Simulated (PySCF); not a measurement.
## Correlation energy of Sr (strontium, neutral)

[Kr] 4d1 5s1, high-spin 3D determinant (an excited configuration). All numbers are calculated (PySCF 2.14, scalar relativity by spin-free X2C-1e, in x2c-TZVPPall). Frozen: [Kr]; 2 electrons correlated.

With two correlated electrons CCSD is exact within the correlated space (frozen core and kept virtual orbitals).

```
level  correlation energy (mhartree)
 CCSD                          -6.10
```

Diagnostics: T1 = 0.0023, D1 = 0.0035, largest double amplitude 0.063.

Cost of the coupled-cluster step: roughly 4 core-seconds, for 2 correlated electrons.

Iterations:

```
CC2 = 0
CCSD nocc = (np.int64(2), np.int64(0)), nmo = (61, 61)
frozen orbitals [[0, 1, 2, 3, 4, 5, 6, 7, 8, 9, 10, 11, 12, 13, 14, 15, 16, 17], [0, 1, 2, 3, 4, 5, 6, 7, 8, 9, 10, 11, 12, 13, 14, 15, 16, 17]]
max_cycle = 100
direct = 0
conv_tol = 1e-08
conv_tol_normt = 1e-06
diis_space = 8
diis_start_cycle = 0
Init t2, MP2 energy = -0.00374626143945795
Init E_corr(UCCSD) = -0.0037462614416851
cycle = 1  E_corr(UCCSD) = -0.00511454476180228  dE = -0.00136828332  norm(t1,t2) = 0.0281475
cycle = 2  E_corr(UCCSD) = -0.00567951472701902  dE = -0.000564969965  norm(t1,t2) = 0.012296
cycle = 3  E_corr(UCCSD) = -0.00610683109695158  dE = -0.00042731637  norm(t1,t2) = 0.00544198
cycle = 4  E_corr(UCCSD) = -0.00610261205825277  dE = 4.2190387e-06  norm(t1,t2) = 0.000517357
cycle = 5  E_corr(UCCSD) = -0.00610509519970958  dE = -2.48314146e-06  norm(t1,t2) = 0.000142932
cycle = 6  E_corr(UCCSD) = -0.00610404647440591  dE = 1.0487253e-06  norm(t1,t2) = 4.5167e-05
cycle = 7  E_corr(UCCSD) = -0.00610468365066901  dE = -6.37176263e-07  norm(t1,t2) = 1.2302e-05
cycle = 8  E_corr(UCCSD) = -0.00610439889885271  dE = 2.84751816e-07  norm(t1,t2) = 4.39415e-06
cycle = 9  E_corr(UCCSD) = -0.00610455274482934  dE = -1.53845977e-07  norm(t1,t2) = 2.04752e-06
cycle = 10  E_corr(UCCSD) = -0.00610451924168578  dE = 3.35031436e-08  norm(t1,t2) = 4.80387e-07
cycle = 11  E_corr(UCCSD) = -0.0061045193580766  dE = -1.16390828e-10  norm(t1,t2) = 6.8937e-08
UCCSD converged
E(UCCSD) = -3177.256648959464  E_corr = -0.006104519358076604
```
